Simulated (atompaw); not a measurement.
Ranking PAW (atompaw) potentials for Cl

All share these settings but for the change named:

* Element: Cl
* Generator: atompaw 4.2.0.5
* Type: PAW
* Functional: PBE
* Relativity: scalar-relativistic
* Frozen core: [Ne]
* Valence charge: 7
* Reference configuration: 3s2 3p5
* Partial waves: 3s (bound): rc 1.70 bohr; 3s channel at -1.15 Ry: rc 1.70 bohr; 3p (bound): rc 1.70 bohr; 3p channel at 0.55 Ry: rc 1.70 bohr; 3d channel at 0.1 Ry: rc 1.70 bohr; 3d channel at 2.15 Ry: rc 1.70 bohr
* Local potential: bessel scheme, radius 1.45 bohr
* Core correction: smooth core density matched at 1.45 bohr
* Augmentation charge: sinc compensation charge, radius 1.30 bohr; PAW radius 1.70 bohr; waves and projectors: custom polynom gramschmidtortho

Cutoff: the first of the cutoffs (Ry, on a coarse ladder) from which the occupation-weighted sum of valence levels, in a spherical-Bessel basis at the reference potential, stays within 10 and 1 mRy of its value at 400 Ry; the density cutoff is not measured.

The base gives 18 Ry.

Of 7 variants that were run, those that failed, showed a ghost or another fault, or gave nearly equal values are left out.

A variant can come out equal or close to the base.

**Question.** Rank these variants from softest to hardest (loose cutoff).
A. all radii scaled by about 0.82 (s 1.40, p 1.40, d 1.40 bohr); local potential bessel scheme, radius 1.20 bohr; augmentation sinc compensation charge, radius 1.08 bohr; PAW radius 1.40 bohr; waves and projectors: custom polynom gramschmidtortho; core correction smooth core density matched at 1.20 bohr
B. all radii scaled by about 0.95 (s 1.62, p 1.62, d 1.62 bohr); local potential bessel scheme, radius 1.38 bohr; augmentation sinc compensation charge, radius 1.24 bohr; PAW radius 1.62 bohr; waves and projectors: custom polynom gramschmidtortho; core correction smooth core density matched at 1.38 bohr
C. all radii scaled by about 0.75 (s 1.28, p 1.28, d 1.28 bohr); local potential bessel scheme, radius 1.08 bohr; augmentation sinc compensation charge, radius 0.98 bohr; PAW radius 1.28 bohr; waves and projectors: custom polynom gramschmidtortho; core correction smooth core density matched at 1.08 bohr
D. all radii scaled by about 1.11 (s 1.88, p 1.88, d 1.88 bohr); local potential bessel scheme, radius 1.60 bohr; augmentation sinc compensation charge, radius 1.44 bohr; PAW radius 1.88 bohr; waves and projectors: custom polynom gramschmidtortho; core correction smooth core density matched at 1.60 bohr

**Answer.** D (15 Ry), B (18 Ry), A (25 Ry), C (35 Ry).
